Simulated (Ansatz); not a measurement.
`FC[SiH]([SiH3])Cl` + H–F → `FC[SiH](F)Cl` + SiH₄  (cleavage of the Si–Si bond)

Computed with Ansatz on PBE0-D4/def2-TZVP structures; ΔE is electronic, products minus reactants. CCSD(T)/CBS adds triple-zeta CCSD(T) − MP2 to the extrapolated MP2 energy (def2 sets, frozen cores). This one scheme is used for every species. DFT in def2-TZVPP. B3LYP here is the variant with VWN-RPA as its local correlation; programs differ in this. One conformer a species, not always the lowest.

| level | ΔE (kJ/mol) | difference from CCSD(T)/CBS |
| --- | --- | --- |
| PBE-D4 | -121.9 | 18.2 |
| r2SCAN-D4 | -144.0 | -3.9 |
| PBE0-D4 | -126.4 | 13.7 |
| B3LYP-D4 | -143.9 | -3.8 |
| ωB97X-V | -144.7 | -4.6 |
| ωB97M-V | -149.7 | -9.6 |
| B2PLYP | -153.0 | -12.9 |
| PBE | -127.7 | 12.4 |
| r2SCAN | -145.7 | -5.6 |
| PBE0 | -131.8 | 8.3 |
| B3LYP | -153.2 | -13.1 |
| HF/def2-TZVPP | -173.2 | -33.1 |
| MP2/def2-TZVPP | -146.8 | -6.7 |
| SCS-MP2/def2-TZVPP | -153.3 | -13.2 |
| CCSD/def2-TZVPP | -147.2 | -7.1 |
| CCSD(T)/def2-TZVPP | -143.2 | -3.1 |
| HF/def2-QZVPP | -175.5 | -35.4 |
| MP2/def2-QZVPP | -145.9 | -5.8 |
| SCS-MP2/def2-QZVPP | -152.4 | -12.3 |
| HF/CBS(def2) | -175.9 | -35.8 |
| MP2/CBS(def2) | -143.7 | -3.6 |
| CCSD/CBS(def2) | -144.1 | -4.0 |
| CCSD(T)/CBS | -140.1 | 0 |

Largest T1 diagnostic among the species: 0.011.

In def2-TZVPP, CCSD(T) changes the Hartree–Fock value by +30.0 kJ/mol (the triples alone add +4.0 kJ/mol) and MP2 by +26.4 kJ/mol. The D4 term adds +9.3 kJ/mol with B3LYP and +5.4 kJ/mol with PBE0; it sums over pairs of atoms, weighted by their polarisabilities, and B3LYP, whose exchange is more repulsive, gets the larger term.
